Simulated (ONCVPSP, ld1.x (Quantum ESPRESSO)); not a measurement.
**Potentials for S (Z = 16) compared**

Generated with ld1.x 7.5 (TM, RRKJ, ultrasoft, PAW), atompaw 4.2 or ONCVPSP 4.0.1. The cutoff is in Ry: for ld1.x and atompaw files where the sum of valence levels is converged to 10 mRy in a Bessel basis, for ONCV files where the hardest occupied wave has 1 mHa per electron of residual kinetic energy. The error is the largest all-electron minus pseudo excitation energy over each file’s own four to seven test configurations (ionisations up to +4, promotions, holes and added fractions of an electron), all of which were solved. The labels leave out finer settings (local radius, basis sizes, second energies), which also bear on the numbers. Spin-polarised tests are not counted. The rows are a selection from randomly drawn settings: files with unsolved tests, undetermined cutoffs or missed reference levels are left out.

A true bound ghost makes a file unfit for plane-wave use even where its test errors are small: the radial tests pick states by their node count and pass the ghost by.

```tsv
potential	cutoff (Ry)	largest error (meV)	bound ghosts
ONCV, PBE, non-relativistic, rc 0.70/0.75 (sp), local smoothed, core correction no, reference 2s2 2p6 3s2 3p2, qcut 20.4/20.4, projectors 2/2	308	-177	none
ONCV, PW91, scalar-relativistic, rc 0.95/0.85 (sp), local smoothed, core correction yes, reference 2s2 2p6 3s1.5 3p4.5, qcut 13.2/18.9, projectors 3/2	260	+5.3	none
TM, revPBE, scalar-relativistic, rc 1.50/1.45/1.50 (spd), local s, core correction yes, reference 3s2 3p4	40	+194	none
ONCV, PBEsol, fully relativistic, rc 1.50/1.40/1.40 (spd), local d, core correction yes, reference 3s2 3p3.5, qcut 4.4/4.8/5.9, projectors 1/3/0	43	-78	p3/2, p1/2
ONCV, PBE, scalar-relativistic, rc 1.35/1.70 (sp), local smoothed, core correction yes, reference 3s2 3p4, qcut 4.3/5.8, projectors 3/2	49	+123	s
ONCV, PBE, scalar-relativistic, rc 0.80/0.75 (sp), local smoothed, core correction yes, reference 2s2 2p6 3s2 3p4, qcut 11.6/19, projectors 3/2	279	+536	none
ONCV, PBE, scalar-relativistic, rc 1.30/1.50 (sp), local smoothed, core correction no, reference 3s2 3p3.5, qcut 4.6/5.8, projectors 2/1	37	+10	none
ONCV, PBE, non-relativistic, rc 1.55/1.25/1.45 (spd), local smoothed, core correction yes, reference 3s2 3p4, qcut 4.6/7.4/5.8, projectors 1/2/2	62	+72	p
```

(1) Fill in the row for S: ONCV, LDA (Perdew-Zunger), non-relativistic, rc 1.25/1.20 (sp), local smoothed, core correction yes, reference 3s1.75 3p4.25, qcut 4.2/7.5, projectors 3/2.

Results:

(1) cutoff 49 Ry, largest error -1.7 meV, bound ghosts: s.
